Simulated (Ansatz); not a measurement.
`CN[Si](F)(F)F` + HI → `F[Si](F)(F)I` + CH₃NH₂ at 400 K and 1 bar (ligand exchange at the Si–N bond).

Computed with Ansatz on PBE0-D4/def2-TZVP structures; ΔE is electronic, products minus reactants. CCSD(T)/CBS is the MP2 limit (def2-TZVPP, def2-QZVPP) plus CCSD(T) − MP2 in def2-TZVPP, frozen cores. def2 core potentials past Kr. For I outer-core shells are correlated without core-valence functions, which leaves a few kJ/mol of doubt a bond. One conformer a species, not always the lowest.

| species | CCSD(T)/CBS energy (Eh) | H − E (kJ/mol) | S (J/(mol·K)) |
| --- | --- | --- | --- |
| `CN[Si](F)(F)F` | -683.86577 | 203.6 | 397.0 |
| HI | -298.03592 | 25.7 | 215.0 |
| `F[Si](F)(F)I` | -886.14639 | 53.4 | 353.5 |
| CH₃NH₂ | -95.75281 | 185.4 | 256.0 |

H − E and S are ideal-gas, rigid-rotor, harmonic terms from PBE0-D4/def2-TZVP, for one conformer and one mirror image of each species. 1 Eh = 2625.50 kJ/mol, R = 8.31446 J/(mol·K).

Q: By hand: ΔE, ΔH, ΔS and ΔG.

A: ΔE = (-886.14639) + (-95.75281) − (-683.86577) − (-298.03592) = 0.00249 Eh = 6.5 kJ/mol. Δ(H − E) = 53.4 + 185.4 − 203.6 − 25.7 = 9.5, so ΔH = 16.0 kJ/mol. ΔS = 353.5 + 256.0 − 397.0 − 215.0 = -2.5 J/(mol·K). ΔG = 16.0 − 400 × (-2.5)/1000 = 17.0 kJ/mol.

Q: By hand: the equilibrium constant, and the temperature at which ΔG would vanish if ΔH and ΔS stayed fixed.

A: log₁₀ K = −ΔG/(RT ln 10) = -2.2. ΔH and −TΔS have one sign here, so there is no such temperature.

The number of gas molecules stays the same, so ΔS is small and ΔH decides. A doubt of 5 kJ/mol in ΔE shifts log₁₀ K by 0.7 here. Other conformers and mirror images would add mixing entropy, several J/(mol·K) or more a flexible species. Modes under 60 cm⁻¹, often nearly free rotors, make the harmonic entropy too high. These are equilibria of isolated gas molecules and say nothing of rates. Largest T1 diagnostic: 0.011 (customary marks: 0.02 for closed shells, 0.045 for open ones).

ΔS is within the doubt of such terms, so its sign, and with it that verdict, could turn.
